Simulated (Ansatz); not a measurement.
Basis-set extrapolation for C2H2BClO (PBE0-D4/def2-TZVP geometry, frozen core, Ansatz 0.2.0). Multiplicity 1, RHF reference.

|  | def2-TZVPP | def2-QZVPP |
| --- | --- | --- |
| HF | -635.934699 | -635.955194 |
| MP2 correlation | -0.813465 | -0.876829 |
| CCSD(T) correlation | -0.890955 | not run |

Energies in hartree. Use E(X) = E(∞) + A·exp(−7.88·√X) for Hartree–Fock and E(X) = E(∞) + B·X^(−2.97) for correlation, with X = 3 and 4, and add CCSD(T) minus MP2 of the smaller set to the MP2 limit.

Question: What is the CCSD(T) energy at the basis-set limit?

Answer: HF limit: -635.955194 + (-0.020495) × 0.13774 = -635.95802. MP2 limit: -0.876829 + (-0.063364) × 0.74074 = -0.92377. Higher-order term: -0.890955 − (-0.813465) = -0.07749. Total: -636.95928 hartree, 350.8 kJ/mol below CCSD(T)/def2-TZVPP.
